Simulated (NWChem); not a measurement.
System: C₂H₄O₃Si; SMILES O=C1C[Si@H](O)O1

Here is an NWChem input.

```
start job
memory heap 200 mb stack 900 mb global 1100 mb
geometry units angstroms noautoz
  O     -0.256597    -2.454824     0.276153
  C     -0.066625    -1.301421     0.060444
  C      1.215618    -0.457581     0.103130
  Si     0.066897     0.923406    -0.434490
  O     -0.285660     2.188067     0.553228
  O     -1.030239    -0.401895    -0.311062
  H      1.658151    -0.421963     1.109896
  H      1.979892    -0.826955    -0.596496
  H      0.149411     1.490737    -1.793850
  H     -0.448506     2.025327     1.487350
end
basis spherical
  * library 6-31g*
end
dft
  xc mn15
  grid xcoarse
  iterations 150
  mulliken
end
task dft gradient
```

Parts of the log:

```
             Northwest Computational Chemistry Package (NWChem) 7.3.0
             --------------------------------------------------------

 C1  symmetry detected

                             Geometry "geometry" -> ""
                             -------------------------

 Output coordinates in angstroms (scale by  1.889725989 to convert to a.u.)

  No.       Tag          Charge          X              Y              Z
 ---- ---------------- ---------- -------------- -------------- --------------
    1 O                    8.0000    -0.21690188    -2.44364691     0.28406175
    2 C                    6.0000    -0.03924179    -1.28881831     0.06550736
    3 C                    6.0000     1.24548563    -0.44875904     0.02295113
    4 Si                  14.0000     0.06544484     0.94008912    -0.41787173
    5 O                    8.0000    -0.21069498     2.19657356     0.60401103
    6 O                    8.0000    -1.02423267    -0.38341369    -0.22732553
    7 H                    1.0000     1.75971268    -0.42351464     0.99537858
    8 H                    1.0000     1.95600462    -0.81371026    -0.73335688
    9 H                    1.0000     0.05138661     1.51962130    -1.77451370
   10 H                    1.0000    -0.30615838     2.02571635     1.54596729

 Effective nuclear repulsion energy (a.u.)     300.4912791295

                                 NWChem DFT Module
                                 -----------------

 Summary of "ao basis" -> "ao basis" (spherical)
 ------------------------------------------------------------------------------
       Tag                 Description            Shells   Functions and Types
 ---------------- ------------------------------  ------  ---------------------
 O                           6-31g*                  6       14   3s2p1d
 C                           6-31g*                  6       14   3s2p1d
 Si                          6-31g*                  8       18   4s3p1d
 H                           6-31g*                  2        2   2s

            General Information
            -------------------
          SCF calculation type: DFT
          Wavefunction type:  closed shell.
          No. of atoms     :    10
          No. of electrons :    54
           Alpha electrons :    27
            Beta electrons :    27
          Charge           :     0
          Spin multiplicity:     1
          Use of symmetry is: off; symmetry adaption is: off
          Maximum number of iterations: 150
          AO basis - number of functions:    96
                     number of shells:    46
          Convergence on energy requested:  1.00D-06
          Convergence on density requested:  1.00D-05
          Convergence on gradient requested:  5.00D-04

              XC Information
              --------------
                         MN15 Method XC Functional
                     Hartree-Fock (Exact) Exchange  0.440
                          MN15 Exchange Functional  1.000
                        MN15 Correlation Potential  1.000

             Grid Information
             ----------------
          Grid used for XC integration:  xcoarse
          Radial quadrature: Mura-Knowles
          Angular quadrature: Lebedev.
          Tag              B.-S. Rad. Rad. Pts. Rad. Cut. Ang. Pts.
          ---              ---------- --------- --------- ---------
          O                   0.60       21          11.0       194
          C                   0.70       21           9.0       194
          Si                  1.10       42           8.0       194
          H                   0.35       21          10.0       194
          Grid pruning is: on
          Number of quadrature shells:   231
          Spatial weights used:  Erf1

      Superposition of Atomic Density Guess
      -------------------------------------

 Sum of atomic energies:        -590.39380267

      Non-variational initial energy
      ------------------------------

 Total energy =    -593.140069
 1-e energy   =   -1410.682206
 2-e energy   =     517.050857
 HOMO         =      -0.341522
 LUMO         =       0.041659

     ---------------------------------------------
      Total Density - Mulliken Population Analysis
     ---------------------------------------------

    Atom       Charge   Shell Charges
 -----------   ------   -------------------------------------------------------
    1 O    8     8.86   2.00  0.95  3.12  0.94  1.83  0.02
    2 C    6     4.82   2.00  0.66  1.38  0.36  0.30  0.12
    3 C    6     6.81   2.00  0.72  2.05  0.69  1.33  0.02
    4 Si  14    12.72   2.00  2.00  5.97  0.85  1.24  0.20  0.23  0.23
    5 O    8     9.00   2.00  0.93  3.14  0.90  2.03  0.01
    6 O    8     8.84   2.00  0.94  3.05  0.94  1.90  0.02
    7 H    1     0.73   0.44  0.28
    8 H    1     0.72   0.44  0.28
    9 H    1     1.05   0.47  0.59
   10 H    1     0.44   0.35  0.09

[...]

                         DFT ENERGY GRADIENTS

    atom               coordinates                        gradient
                 x          y          z           x          y          z
   1 O      -0.409885  -4.617823   0.536799    0.002285   0.015285  -0.002855
   2 C      -0.074156  -2.435513   0.123791   -0.004739  -0.005990   0.000586
   3 C       2.353627  -0.848032   0.043371   -0.005914  -0.003888   0.000371
   4 Si      0.123673   1.776511  -0.789663    0.006326   0.002013   0.000799
   5 O      -0.398156   4.150922   1.141415   -0.002128   0.004283   0.008171
   6 O      -1.935519  -0.724547  -0.429583   -0.000272  -0.013188   0.002970
   7 H       3.325375  -0.800327   1.880993    0.001713   0.000021   0.002491
   8 H       3.696313  -1.537689  -1.385844    0.002401  -0.001217  -0.001870
   9 H       0.097107   2.871668  -3.353345   -0.000377   0.002490  -0.005449
  10 H      -0.578555   3.828049   2.921455    0.000706   0.000191  -0.005214
```

Level: MN15/6-31G* (spherical d). Geometry: optimised at PBE0/def2-SVP.
